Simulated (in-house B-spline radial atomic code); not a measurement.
**K: [Ne] 3s2 3p(3 up, 2 down) 4s(1 up, 0 down) 5f(0 up, 1 down) (an excited or competing configuration)**

Method: non-relativistic LC-wPBE, spin-polarised, spherical fractional occupations, point nucleus. Calculated with a radial B-spline atomic code at the basis-set limit.

Screening seen three ways: the hydrogenic charge with the same mean radius, Z_r = [3n² - l(l+1)]/(2<r>), the one with the same energy, Z_e = n√(-2ε), and Slater's rules. Values are occupation-weighted means over spin.

| shell | electrons | ε (eV) | <r> (bohr) | Z_r | Z_e | Slater |
| --- | --- | --- | --- | --- | --- | --- |
| 1s | 2 | -3526.3 | 0.08154 | 18.40 | 16.10 | 18.70 |
| 2s | 2 | -371.12 | 0.3898 | 15.39 | 10.45 | 14.85 |
| 2p | 6 | -300.41 | 0.3511 | 14.24 | 9.40 | 14.85 |
| 3s | 2 | -53.344 | 1.246 | 10.84 | 5.94 | 8.10 |
| 3p | 5 | -34.571 | 1.366 | 9.15 | 4.78 | 8.10 |
| 4s | 1 | -10.522 | 3.762 | 6.38 | 3.52 | 3.05 |
| 5f | 1 | -0.10873 | 42.52 | 0.74 | 0.45 | 1.00 |

The least bound orbital is 5f down at -0.1087 eV, and it is also the most diffuse (<r> = 42.52 bohr).

Caution: exact exchange at fractional occupations of open shells leaves self-interaction of up to several eV.
